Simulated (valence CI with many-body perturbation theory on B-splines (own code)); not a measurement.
Values are calculated unless marked as measured or tabulated.
# Run record, Tm⁴⁸⁺

Method: valence CI with perturbative core correlation (CI+MBPT): three valence electrons over a frozen Dirac-Fock core [Ar], a basis of 7 s, 7 p, 8 d, 6 f, 4 g, 1 h functions for each j, with the one-electron correlation potential Σ1 (screened to all orders), the two-electron term Σ2, the three-electron term Σ3, Breit, model QED; selected single and double excitations, second order for the rest, scaled by the run's own slope (own B-spline code, finite nucleus).

Command, and the settings that its task file holds:

```sh
python run_cv.py task.json out
```

```
atom Tm  Z=69  mass_number=169  rms_radius_fm=5.2256
core [Ar]
valence 3d3
avg = 1
basis = M
beyond = 1
breit = 1
cap = 32000
capref = 2200
cscale = 1
de = 0.0
dress = 0
eps = 2e-08
extrap = 1
h = 0.27
hh = 1
l2 = 3
lcore = 6
maxit = 60
n2 = 5
natural = 1
nlev = 190
nno = [4, 4, 5, 4, 3, 1]
nroot = 40
nsp = [3, 3, 3, 2, 1, 0]
pt2 = 1
qed = 1
rpa = 1
s1 = 1
s2 = 1
s3 = 1
screen = 1
tol = 2e-05
whole = 1
```

It took 14 s on 1 thread of Intel(R) Xeon(R) Processor @ 2.30GHz (shared host).

Log. The first blocks belong to the next ion, which gives the ionisation energy. Fields: 2J, parity (1 odd), roots, reference size, generating configurations, candidates as configurations/state functions, variational space P, stored matrix elements, Davidson steps; e2 is the range of second-order energies in hartree. The first line gives the box (bohr), its intervals, the orbitals and the steps of their self-consistent field. Window is the range of levels sought, series limit the energy at which the first omitted orbital would enter, core excitation an estimate of the first excitation out of the core, left out the lowest levels not solved, and shifts from estimates the range by which levels moved from their first estimate, all in cm⁻¹.

```
rmax 2.3 intervals 56 orbitals 59 references ['3d3', '3d2 4s', '3d2 4p'] scf 2 t 0.7
2J=4 par=0 roots 2 ref 45 generators 3 cand 637/637 P 584/584 nnz 0 it 0
2J=4 par=0 roots 2 ref 45 generators 3 cand 98/98 P 653/653 nnz 0 it 0
   second order: generators 4 cand 29/29 e2 -0.00000 -0.00000
2J=0 par=0 roots 2 ref 17 generators 2 cand 203/203 P 220/220 nnz 0 it 0
   second order: generators 2 cand 0/0 e2 -0.00000 -0.00000
2J=6 par=0 roots 2 ref 37 generators 2 cand 610/610 P 492/492 nnz 0 it 0
2J=6 par=0 roots 2 ref 37 generators 3 cand 155/155 P 565/565 nnz 0 it 0
   second order: generators 5 cand 82/82 e2 -0.00000 -0.00000
reference levels 921, estimated 19, window 1442068 1/cm; series limit 26114754, core excitation 2126471
2J=3 par=0 roots 5 ref 90 generators 4 cand 744/1601 P 1359/3518 nnz 3.3e+06 it 4
2J=3 par=0 roots 5 ref 90 generators 4 cand 340/672 P 1527/3920 nnz 4.1e+06 it 4
   second order: generators 5 cand 992/2396 e2 -0.00000 -0.00000
2J=5 par=0 roots 5 ref 102 generators 3 cand 959/2502 P 1345/4089 nnz 4.5e+06 it 4
2J=5 par=0 roots 5 ref 102 generators 3 cand 406/1014 P 1566/4703 nnz 5.9e+06 it 4
   second order: generators 5 cand 1816/5105 e2 -0.00000 -0.00000
2J=7 par=0 roots 3 ref 89 generators 2 cand 885/2446 P 1247/3796 nnz 4e+06 it 3
2J=7 par=0 roots 3 ref 89 generators 2 cand 447/1237 P 1496/4546 nnz 5.6e+06 it 3
   second order: generators 2 cand 198/487 e2 -0.00000 -0.00000
2J=9 par=0 roots 3 ref 68 generators 3 cand 671/1711 P 1128/3318 nnz 3.2e+06 it 4
2J=9 par=0 roots 3 ref 68 generators 3 cand 406/960 P 1308/3826 nnz 4.1e+06 it 4
   second order: generators 3 cand 226/452 e2 -0.00000 -0.00000
2J=1 par=0 roots 2 ref 54 generators 2 cand 540/836 P 1169/1893 nnz 0 it 4
2J=1 par=0 roots 2 ref 54 generators 2 cand 315/474 P 1317/2146 nnz 0 it 4
   second order: generators 2 cand 167/221 e2 -0.00000 -0.00000
2J=11 par=0 roots 1 ref 37 generators 1 cand 620/1442 P 821/2175 nnz 0 it 4
2J=11 par=0 roots 1 ref 37 generators 1 cand 445/977 P 980/2577 nnz 2e+06 it 3
   second order: generators 1 cand 286/575 e2 -0.00000 -0.00000
left out: unestimated 13568006, estimated none, shifts from estimates -1 to 4
operators 1.1
```

The Davidson iterations converged.

The last digits are not significant, and no measured levels were compared; by estimate large intervals hold to a few tenths of a per cent, small ones and those within an open d or f shell to about a per cent. Only levels of the ground parity were solved; by the run's estimate the other parity begins above the list, which can be wrong where configurations are misplaced.

- Valence energy: -477.6388 hartree
- Ionisation energy: 4200.3 eV (NIST: 4199 ± 4 eV (theoretical))
- Reference configurations for the orbitals: 3d3, 3d2 4s, 3d2 4p
- Radial orbitals: 59
- Box radius: 2.339 bohr
- Largest variational space: 4703
- Lowest levels: (3d3/2^3) J=3/2 0.00, (3d3/2^2 3d5/2) J=5/2 [a] 45.37, (3d3/2^2 3d5/2) J=3/2 51.36, (3d3/2^2 3d5/2) J=7/2 54.45, (3d3/2^2 3d5/2) J=9/2 54.76, (3d3/2^2 3d5/2) J=1/2 56.16, (3d3/2^2 3d5/2) J=5/2 [b] 76.65, (3d3/2 3d5/2^2) J=7/2 [a] 98.98, (3d3/2 3d5/2^2) J=9/2 102.99, (3d3/2 3d5/2^2) J=3/2 [a] 107.73, (3d3/2 3d5/2^2) J=1/2 110.38, (3d3/2 3d5/2^2) J=11/2 111.90, (3d3/2 3d5/2^2) J=5/2 [a] 112.44, (3d3/2 3d5/2^2) J=5/2 [b] 119.56 eV

Levels are named by their leading jj configuration (3d3/2^4 stands for four electrons in 3d with j = 3/2), which in mixed levels can hold well under half, so a name can repeat and another be missing. Letters in brackets count levels of one name in rising energy.
